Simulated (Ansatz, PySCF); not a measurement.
Gas-phase reaction R1 → P1 + P2, each structure at its B3LYP-D3(BJ)/def2-TZVP stationary point, reached from a drawn start (curvature not checked).
R1: F3OV (SMILES [O]=[V]([F])([F])[F]), charge 0, multiplicity 1.
P1, F2OV (SMILES [O]=[V]([F])[F]) (charge 0, multiplicity 2):
```xyz
4

V      0.016     0.000     0.000
O      1.584    -0.009    -0.012
F     -0.791     1.562     0.000
F     -0.809    -1.553     0.013
```
P2: F atom, charge 0, multiplicity 2.

```tsv
level	reaction energy (eV)	cost
HF/def2-SVP	0.231	-
HF/def2-TZVPP	0.856	-
HF/def2-QZVPP	0.869	-
SVWN5/def2-TZVPP	6.693	×0.7
PBE/def2-TZVPP	5.677	×1
BLYP/def2-TZVPP	5.458	×1
revPBE/def2-TZVPP	5.369	×1
r2SCAN/def2-TZVPP	5.428	×2
B97M-V/def2-TZVPP	5.237	×4
B3LYP/def2-TZVPP	4.906	×2
PBE0/def2-TZVPP	4.843	×2
BHLYP/def2-TZVPP	3.845	×2
M06-2X/def2-TZVPP	4.369	-
CAM-B3LYP/def2-TZVPP	4.827	×2
wB97X-V/def2-TZVPP	4.843	×4
wB97M-V/def2-TZVPP	4.808	×5
B2PLYP/def2-TZVPP	5.273	×5
MP2/def2-SVP	8.695	-
MP2/def2-TZVPP	8.749	-
MP2/def2-QZVPP	8.803	-
MP2/CBS(def2-TZVPP, def2-QZVPP)	8.834	-
SCS-MP2/def2-SVP	7.956	-
SCS-MP2/def2-TZVPP	8.111	-
SCS-MP2/def2-QZVPP	8.187	-
CCSD/def2-SVP	3.877	-
CCSD/def2-TZVPP	4.189	-
CCSD/def2-QZVPP	4.220	-
CCSD(T)/def2-SVP	4.806	×6
CCSD(T)/def2-TZVPP	5.114	×40
CCSD(T)/def2-QZVPP	5.156	×700*
CCSD(T)/CBS(def2-TZVPP, def2-QZVPP)	5.177	×700*
```

P less R. No zero-point or thermal terms; singlets are restricted closed shells; open shells are unrestricted; no spin–orbit coupling. The spin states of the d-block species are the ones drawn and need not be the lowest.

Frozen-core correlation throughout. CBS(a, b) extrapolates the correlation energy as X⁻³ and adds the Hartree–Fock energy of set b.

Doubts at one or more of the structures used: a spin-contaminated determinant (HF/def2-SVP, HF/def2-TZVPP, HF/def2-QZVPP, MP2/def2-SVP, MP2/def2-TZVPP, MP2/def2-QZVPP, MP2/CBS(def2-TZVPP, def2-QZVPP), SCS-MP2/def2-SVP, SCS-MP2/def2-TZVPP, SCS-MP2/def2-QZVPP, CCSD/def2-SVP, CCSD/def2-TZVPP, CCSD/def2-QZVPP, CCSD(T)/def2-SVP, CCSD(T)/def2-TZVPP, CCSD(T)/def2-QZVPP, CCSD(T)/CBS(def2-TZVPP, def2-QZVPP)); T1 above 0.05 (CCSD/def2-SVP, CCSD/def2-TZVPP, CCSD/def2-QZVPP, CCSD(T)/def2-SVP, CCSD(T)/def2-TZVPP, CCSD(T)/def2-QZVPP, CCSD(T)/CBS(def2-TZVPP, def2-QZVPP)); a doubt about the state reached (CCSD/def2-SVP, CCSD/def2-TZVPP, CCSD/def2-QZVPP, CCSD(T)/def2-SVP, CCSD(T)/def2-TZVPP, CCSD(T)/def2-QZVPP, CCSD(T)/CBS(def2-TZVPP, def2-QZVPP)).

Codes used: Ansatz (a first-principles code) with Gaussian orbitals; PySCF for M06-2X. All values are computed, each at the level named.

Costs are rough ratios of core time to PBE/def2-TZVPP (about 21 s over the structures, on one shared machine); a dash marks a level with no comparable run of its own. A star marks coupled-cluster runs past 200 virtual orbitals, where the program's memory plan changes under this machine's limit, so their costs aren't comparable with smaller runs.
